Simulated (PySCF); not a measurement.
Species: C5H11NSi.
Structure used (PBE0-D3(BJ)/def2-SVP), in Å, numbered top down from 1:
```xyz
18
C5H11NSi angstrom
C      2.540   -0.500   -0.750
N      1.247    0.065   -0.495
C      0.311   -0.694   -0.114
C     -1.083   -0.206    0.132
C     -2.125   -0.753   -0.901
Si    -3.006    0.919   -0.722
C     -1.309    1.322    0.006
H      2.598   -1.595   -0.581
H      2.836   -0.290   -1.790
H      3.291   -0.007   -0.111
H      0.466   -1.788    0.020
H     -1.388   -0.550    1.137
H     -1.664   -0.847   -1.898
H     -2.615   -1.702   -0.646
H     -3.491    1.625   -1.949
H     -4.114    0.898    0.284
H     -0.614    1.728   -0.745
H     -1.195    1.901    0.932
```

Method: TDDFT PBE0/def2-SVPD, vertical, gas phase, core orbitals frozen in the response (PySCF 2.14.0, density-fitted response routines).

Kohn–Sham orbitals with the atoms that hold most of them (Löwdin shares over 4%, at most four atoms; ? is withheld):

| orbital | ε (eV) | atoms |
| --- | --- | --- |
| HOMO-3 | -8.62 | C5 17%, N2 15%, C3 13%, Si6 10% |
| HOMO-2 | -8.21 | C7 34%, Si6 23%, C5 13%, C3 5% |
| HOMO-1 | -7.88 | N2 23%, C5 15%, C3 13%, Si6 11% |
| HOMO | ? | ? |
| LUMO | -0.20 | ? |
| LUMO+1 | 0.64 | Si6 30%, H15 11%, C7 10%, H16 9% |
| LUMO+2 | 0.73 | Si6 23%, C5 9%, C3 8%, H12 8% |

Task: Which atoms hold the HOMO, and with what shares?

Result: N2 (bonded to 2 C) 52%; C3 (bonded to C, N and H) 12%; C1 (bonded to N and 3 H) 10%; H11 (bonded to C) 6%. By element: nitrogen 52%, carbon 21% or more, hydrogen 6% or more.

Task: Give the leading atoms of the LUMO.

Result: N2 (bonded to 2 C) 28%; C3 (bonded to C, N and H) 26%; Si6 (bonded to 2 C and 2 H) 8%; C5 (bonded to C, Si and 2 H) 6%. By element: carbon 33% or more, nitrogen 28%, silicon 8%.

Task: What is the HOMO energy, and the HOMO–LUMO gap?

Result: ε(HOMO) = -7.17 eV; the gap is 6.97 eV (0.2560 hartree).

Task: How does S1 compare with the orbital gap of 6.97 eV?

Result: S1 is at 5.12 eV (f = 0.0019), 1.84 eV below the gap, made of HOMO→LUMO (90%). Without the coupling terms of the response equations the lowest excitation would equal the gap.

Task: Give energy, strength and leading configuration of S1, S2 and S3, and follow the Löwdin shares of the leading atoms from the occupied to the empty orbital.

Result: 
- S1 (5.12 eV, f 0.0019), HOMO→LUMO (90%): N2 52% → 28%, C3 12% → 26%
- S2 (6.50 eV, f 0.084), HOMO-1→LUMO (70%): N2 23% → 28%, C5 15% → 6%, C3 13% → 26%
- S3 (6.82 eV, f 0.013), HOMO→LUMO+1 (74%): N2 52% → at most 10%, C3 12% → at most 10%, Si6 at most 6% → 30%, H15 at most 6% → 11%

One conformer stands for the species.
